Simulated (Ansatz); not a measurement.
Consider the atomization: `CC(C)(C)[NH][In]([F])[F]` → 4 C• + 2 F• + 10 H• + In• + N•.

Gas-phase electronic energies from Ansatz, PBE0-D4/def2-TZVP geometries. CCSD(T)/CBS is the MP2 limit (def2-TZVPP, def2-QZVPP) plus CCSD(T) − MP2 in def2-TZVPP, frozen cores. This one scheme is used for every species, atoms too. DFT in def2-TZVPP. B3LYP here is the variant with VWN-RPA as its local correlation; programs differ in this. HSE06 is defined as in plane-wave codes. No spin–orbit coupling; open shells (•) take unrestricted orbitals. Spin–orbit coupling would lower the free atoms: a little for C, F; strongly for In. def2 core potentials past Kr. For In outer-core shells are correlated without core-valence functions, so the limit isn't a true one: a few kJ/mol of doubt a bond, and 10 to 20 or more in all where bonds break to atoms. One conformer a species, not always the lowest.

```
             level  ΔE (kJ/mol)  difference from CCSD(T)/CBS
       LDA (SPW92)       7783.1                        979.0
            PBE-D4       6922.2                        118.1
         revPBE-D4       6750.5                        -53.6
         r2SCAN-D4       6784.2                        -19.9
            B97M-V       6781.8                        -22.3
           PBE0-D4       6787.7                        -16.4
        r2SCANh-D4       6737.3                        -66.8
        r2SCAN0-D4       6671.6                       -132.5
          HSE06-D4       6791.1                        -13.0
          BHLYP-D4       6553.0                       -251.1
      CAM-B3LYP-D4       6807.9                          3.8
           ωB97X-V       6801.4                         -2.7
           ωB97M-V       6792.7                        -11.4
          PBE-QIDH       6739.8                        -64.3
               PBE       6877.7                         73.6
            revPBE       6616.6                       -187.5
              BLYP       6662.6                       -141.5
            r2SCAN       6772.5                        -31.6
             B3LYP       6686.0                       -118.1
           r2SCANh       6725.0                        -79.1
           r2SCAN0       6658.0                       -146.1
             HSE06       6755.7                        -48.4
             BHLYP       6499.2                       -304.9
         CAM-B3LYP       6769.3                        -34.8
           LC-ωPBE       6792.5                        -11.6
       HF/def2-SVP       4932.2                      -1871.9
      MP2/def2-SVP       6561.2                       -242.9
     CCSD/def2-SVP       6386.4                       -417.7
  CCSD(T)/def2-SVP       6455.2                       -348.9
     HF/def2-TZVPP       4886.3                      -1917.8
    MP2/def2-TZVPP       6737.8                        -66.3
SCS-MP2/def2-TZVPP       6687.0                       -117.1
   CCSD/def2-TZVPP       6513.0                       -291.1
CCSD(T)/def2-TZVPP       6619.9                       -184.2
     HF/def2-QZVPP       4899.8                      -1904.3
    MP2/def2-QZVPP       6848.2                         44.1
SCS-MP2/def2-QZVPP       6809.6                          5.5
      HF/CBS(def2)       4901.9                      -1902.2
     MP2/CBS(def2)       6922.0                        117.9
    CCSD/CBS(def2)       6697.2                       -106.9
       CCSD(T)/CBS       6804.1                            0
```

Largest T1 diagnostic among the species: 0.015.

Leaving LDA and LC-ωPBE aside and taking each functional with its dispersion term where it has one, the values spread over 369.2 kJ/mol, from BHLYP-D4 to PBE-D4. LDA lies +905.3 kJ/mol from PBE without D4, its usual overbinding. From r2SCAN to r2SCAN0 (25 % exact exchange), in def2-TZVPP and without D4, ΔE moves by −114.5 kJ/mol: exact exchange takes away binding that semilocal exchange gives to molecules. The D4 term adds +71.0 kJ/mol with B3LYP and +37.9 kJ/mol with PBE0; it sums over pairs of atoms, weighted by their polarisabilities, and B3LYP, whose exchange is more repulsive, gets the larger term.

For atomizations the MP2-based limit and the directly extrapolated one differ by several kJ/mol either way, and by 10 to 25 for some Ge, Se and Sn compounds, so smaller differences from it don't rank the levels.
